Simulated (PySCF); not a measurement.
## PSe: one state, many levels of theory

State: ²Π (doublet), unpaired electrons π ↑. Set-up: P def2-SVP, Se def2-SVP; no relativity (PySCF 2.14). De refers to P + Se in their high-spin ground configurations, without counterpoise correction. The functionals are run spin-unrestricted. A positive dipole means P(−)Se(+). Levels whose curve was spin-contaminated or gave no clean fit are not listed.

| Level | Re (Å) | ωe (cm⁻¹) | De (eV) | μ (D) |
| --- | --- | --- | --- | --- |
| UHF-CCSD | 2.052 | 573 | 2.75 | n/a |
| PBE | 2.064 | 558 | 4.20 | -0.11 |
| r²SCAN | 2.047 | 579 | 3.81 | -0.19 |
| PBE0 | 2.037 | 597 | 3.75 | -0.24 |
| r²SCAN0 | 2.029 | 604 | 3.48 | -0.31 |
| B97-3 | 2.044 | 589 | 3.89 | -0.25 |
| M06-2X | 2.032 | 609 | 3.54 | -0.51 |

The bond length runs from 2.029 Å (r²SCAN0) to 2.064 Å (PBE). De spans 2.75 eV (UHF-CCSD, coupled cluster) to 4.20 eV (PBE, GGA).

Correlated steps freeze 14 core orbitals. Correlated levels converge slowly with the basis: in double zeta they bind strong bonds too weakly, by up to about 1 eV, and carry superposition errors of some tenths. Spin–orbit coupling is left out. The state was picked by a PBE0 search and need not be the measured ground state.

The whole job (state search and all levels along the bond) took about 2.9 min on 1 thread of Arm Neoverse V1 (shared host), peak memory 0.6 GiB.
